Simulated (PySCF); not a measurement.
Spin-rotation constants: `O=CC1=C[C@@H]2C(C=O)=C[C@H]12`, C8H6O2

Molfile (atoms numbered from 1):
```
C8H6O2
     RDKit          3D

 16 17  0  0  0  0  0  0  0  0999 V2000
   -3.3523   -0.8875   -0.3331 O   0  0  0  0  0  0  0  0  0  0  0  0
   -2.7069    0.1227   -0.4608 C   0  0  0  0  0  0  0  0  0  0  0  0
   -1.3807    0.3437    0.0770 C   0  0  0  0  0  0  0  0  0  0  0  0
   -0.4861    1.3474    0.0276 C   0  0  0  0  0  0  0  0  0  0  0  0
    0.5583    0.6011    0.8067 C   0  0  2  0  0  0  0  0  0  0  0  0
    1.3831   -0.3443   -0.0601 C   0  0  0  0  0  0  0  0  0  0  0  0
    2.6397   -0.1418   -0.7501 C   0  0  0  0  0  0  0  0  0  0  0  0
    3.2862    0.8757   -0.7353 O   0  0  0  0  0  0  0  0  0  0  0  0
    0.4914   -1.3479    0.0285 C   0  0  0  0  0  0  0  0  0  0  0  0
   -0.4648   -0.5693    0.8858 C   0  0  2  0  0  0  0  0  0  0  0  0
   -3.1014    0.9961   -1.0192 H   0  0  0  0  0  0  0  0  0  0  0  0
   -0.4610    2.3181   -0.4304 H   0  0  0  0  0  0  0  0  0  0  0  0
    1.0372    1.0752    1.6532 H   0  0  0  0  0  0  0  0  0  0  0  0
    2.9759   -1.0347   -1.3153 H   0  0  0  0  0  0  0  0  0  0  0  0
    0.4218   -2.3377   -0.3812 H   0  0  0  0  0  0  0  0  0  0  0  0
   -0.8481   -1.0080    1.7977 H   0  0  0  0  0  0  0  0  0  0  0  0
  1  2  2  0
  2  3  1  0
  3  4  2  0
  4  5  1  0
  5  6  1  0
  6  7  1  0
  7  8  2  0
  6  9  2  0
  9 10  1  0
 10  3  1  0
 10  5  1  0
  2 11  1  0
  4 12  1  0
  5 13  1  1
  7 14  1  0
  9 15  1  0
 10 16  1  1
M  END
```

Method: GIAO OPBE/ANO-RCC-VDZP magnetisability, rotational g tensor and spin-rotation constants, non-relativistic, gas phase (PySCF 2.14.0). Geometry: GFN2-xTB.

(1) Give the nuclear spin-rotation constants along the inertial axes (H = +C I·J) beside the isotropic shieldings.

Answers

(1) Rotational constants 3.8282, 0.7717, 0.7223 GHz. A star marks the isotopologue with that one atom substituted, in its own axes.
| atom | isotope | Caa (kHz) | Cbb (kHz) | Ccc (kHz) | mean (kHz) | σ (ppm) |
| --- | --- | --- | --- | --- | --- | --- |
| H11 | 1H | -0.206 | 0.040 | -0.022 | -0.063 | 21.2 |
| H12 | 1H | -0.365 | 0.062 | -0.054 | -0.119 | 23.8 |
| H13 | 1H | -0.272 | -0.064 | 0.005 | -0.110 | 27.2 |
| H14 | 1H | -0.206 | 0.038 | -0.021 | -0.063 | 21.2 |
| H15 | 1H | -0.366 | 0.062 | -0.053 | -0.119 | 23.8 |
| H16 | 1H | -0.271 | -0.063 | 0.004 | -0.110 | 27.2 |
| O1 | 17O* | -2.849 | -0.566 | -0.126 | -1.180 | -277.5 |
| C2 | 13C* | 1.621 | 0.312 | 0.221 | 0.718 | 12.2 |
| C3 | 13C* | 1.407 | 0.297 | 0.191 | 0.632 | 39.9 |
| C4 | 13C* | 1.534 | 0.295 | 0.185 | 0.671 | 34.0 |
| C5 | 13C* | 0.779 | 0.147 | 0.109 | 0.345 | 142.4 |

For the geometry as given, no vibrational averaging.
